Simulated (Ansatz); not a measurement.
C$_{2}$H$_{4}$FIn, SMILES `C=[C](F)[InH2]`, relaxed with RKS PBE0-D4/def2-TZVP in Ansatz 0.2.0 from a GFN2-xTB geometry. The force threshold is 0.005 eV/Å; the program also tests the step.

Charge 0, multiplicity 1. In: def2 effective core potential.

Start:

```xyz
8

C     1.301   -0.488   -0.777
C     0.120   -0.607   -0.202
F    -0.493   -1.832   -0.163
In   -1.168    0.875    0.795
H     1.822   -1.322   -1.228
H     1.777    0.480   -0.804
H    -0.661    2.531    0.954
H    -2.696    0.363    1.426
```

```csv
step,energy (eV),largest force (eV/Å),largest move (Å)
1,-10024.9430,1.039,0.000
2,-10024.9856,0.304,0.160
3,-10024.9967,0.175,0.069
4,-10025.0004,0.112,0.049
5,-10025.0013,0.058,0.039
6,-10025.0018,0.031,0.013
7,-10025.0019,0.010,0.002
8,-10025.0019,0.015,0.003
9,-10025.0019,0.004,0.002
```

End:

```xyz
8

C     1.239   -0.434   -0.729
C     0.052   -0.659   -0.179
F    -0.439   -1.922   -0.226
In   -1.159    0.840    0.783
H     1.812   -1.225   -1.204
H     1.657    0.564   -0.707
H    -0.479    2.421    0.815
H    -2.683    0.414    1.446
```

Run time 42 s (2 threads of an Arm Neoverse V1 on a shared host); peak host memory 0.37 GiB.
